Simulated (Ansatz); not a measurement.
Cl4Te, charge +1, doublet, geometry from GFN2-xTB (a state made from the parent by changing its charge; the spin is typed, not shown lowest) (core potentials on Te). Base run: Ansatz (an electronic-structure program) with PBE0/def2-SV(P).

Geometry (Å):
```xyz
5

Te    -0.0057     0.0124     0.2669
Cl     1.1134    -1.4350    -1.0890
Cl     1.8528     1.5073     0.7399
Cl    -1.0629     1.3260    -1.2636
Cl    -1.8857    -1.4361     0.7961
```
Charge +1, spin multiplicity 2.
Orbitals are unrestricted.
All else is at Ansatz's defaults.

Variants of this job, named by their change:

```json
[
 {"change": "base", "basis functions": "98", "E (Eh)": "-2107.31944"},
 {"change": "basis = x2c-TZVPall; relativity = spin-free X2C; nucleus = Gaussian", "basis functions": "208", "E (Eh)": "-8639.00928"},
 {"change": "basis = jorge-DZP-DKH; relativity = spin-free X2C", "basis functions": "144", "E (Eh)": "-8633.54122"},
 {"change": "basis = x2c-SVPall; relativity = none", "basis functions": "108", "E (Eh)": "-8281.37466"},
 {"change": "basis = x2c-TZVPall; relativity = none", "basis functions": "208", "E (Eh)": "-8313.43394"},
 {"change": "basis = jorge-DZP-DKH; relativity = spin-free X2C; nucleus = Gaussian", "basis functions": "144", "E (Eh)": "-8633.35531"},
 {"change": "basis = jorge-DZP-DKH; relativity = none", "basis functions": "144", "E (Eh)": "-8383.64236"},
 {"change": "basis = x2c-TZVPall; relativity = spin-free X2C", "basis functions": "208", "E (Eh)": "-8639.19521"},
 {"change": "basis = x2c-SVPall; relativity = spin-free X2C; nucleus = Gaussian", "basis functions": "108", "E (Eh)": "-8637.53760"},
 {"change": "basis = x2c-SVPall; relativity = spin-free X2C", "basis functions": "108", "E (Eh)": "-8637.70214"}
]
```

Total energies compare only within one method and basis.

Ansatz warned in this series: the basis is contracted for relativity, which the run leaves out.

Basis sets contracted for a relativistic Hamiltonian are a mismatch without it, so the rows without relativity aren't non-relativistic limits. No row has spin-orbit coupling; sets with core potentials leave out the core electrons.
